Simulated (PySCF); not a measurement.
C2BrCl2F, SMILES F/C(Cl)=C(/Cl)Br. Coordinates come from a PBE0-D3(BJ)/def2-SVP optimisation. The structure was generated by enumeration; whether it is a known compound was not checked.

Computed equilibrium geometry at PBE0-D3(BJ)/def2-SVP (PySCF confirms it by a frequency run) as bond lengths and angles, and its point group:
point group Cs.
Atoms: F1 C2 Cl3 C4 Cl5 Br6. Bonds (Å): F1–C2 1.314, C2–Cl3 1.703, C2–C4 1.343, C4–Cl5 1.708, C4–Br6 1.870. Bond angles (°): F1–C2–Cl3 114.0, F1–C2–C4 121.7, Cl3–C2–C4 124.3, C2–C4–Cl5 122.3, C2–C4–Br6 120.1, Cl5–C4–Br6 117.6.
